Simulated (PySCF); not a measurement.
C2H8FN2Si (doublet state).
Atom-mapped SMILES: `[CH3:1][N:2]([CH3:3])[Si@H:4]([NH:5])[F:6]` (hydrogens: H7, H8, H9 on C1; H10, H11, H12 on C3; H13 on Si4; H14 on N5)

Cartesian coordinates in Å at the GFN2-xTB level; atoms count from 1:
```xyz
14
C2H8FN2Si angstrom
C     -0.906    1.232   -0.130
N     -0.324   -0.003    0.273
C     -1.025   -1.160   -0.173
Si     1.408   -0.091    0.649
N      2.165   -0.219   -0.824
F      1.493   -1.513    1.394
H     -0.949    1.324   -1.223
H     -0.325    2.059    0.270
H     -1.933    1.302    0.244
H     -1.132   -1.174   -1.263
H     -2.031   -1.170    0.260
H     -0.491   -2.050    0.145
H      1.571    0.885    1.712
H      2.480    0.576   -1.356
```

The hyperfine couplings belong to this conformer and change with its torsions.

Computed, not measured: UKS B3LYP, pcH-1 on C F H N Si, non-relativistic, mean-field spin-orbit, GIAO in PySCF. The structure is a single GFN2-xTB conformer in the gas phase; no vibrational or solvent corrections. A GFN2-xTB geometry isn't a minimum of the functional, and hyperfine couplings can be far from their values at a DFT geometry. The SCF solution wasn't tested for stability.

**Question.** Where do the isotropic ENDOR lines of N5, N2, F6, H14, H10/H11/H12, H7/H8/H9 and H13 fall at 1209.7 mT, to first order?

**Answer.** For S = 1/2 in fast tumbling each set of equivalent nuclei gives two lines, ν± = |νn ± a/2| to first order, with νn = g_N μN B/h and μN/h = 7.62259 MHz/T.

```tsv
nuclei	isotope	g_N	νn (MHz)	a_iso (MHz)	lower line (MHz)	upper line (MHz)
N5	14N	0.4038	3.72	20.38	6.47	13.92
N2	14N	0.4038	3.72	11.84	2.20	9.64
F6	19F	5.2577	48.48	-11.00	42.98	53.98
H14	1H	5.5857	51.51	-43.01	30.00	73.01
H10/H11/H12	1H	5.5857	51.51	23.90	39.55	63.46
H7/H8/H9	1H	5.5857	51.51	21.71	40.65	62.36
H13	1H	5.5857	51.51	-6.45	48.28	54.73
```

**Question.** Which pairs are centred on the nuclear Larmor frequency, and which on half the coupling?

**Answer.** Centred on νn, since |a| < 2νn: F6, H14, H10/H11/H12, H7/H8/H9 and H13. Centred on |a|/2 and split by 2νn: N5 and N2.

**Question.** At what field would the lower line of H14 fall to zero frequency?

**Answer.** Where νn = |a|/2, that is B = 21.50 MHz/(5.5857 × 7.62259 MHz/T) = 505 mT, as far as first order holds there.

Class means assume fast exchange of nuclei equivalent by connectivity; if that motion is slow, each nucleus keeps its own coupling. C1 and C3, with what hangs on them, aren't averaged: N2 is flat or nearly so (angle sum 355°), and its turn about the short N2–Si4 bond (1.77 Å) is taken as slow. The three 1H nuclei of mean +23.9 MHz run from 0.6 to 42.9 MHz in the frozen geometry. The three 1H nuclei of mean +21.7 MHz run from 0.8 to 32.5 MHz in the frozen geometry.
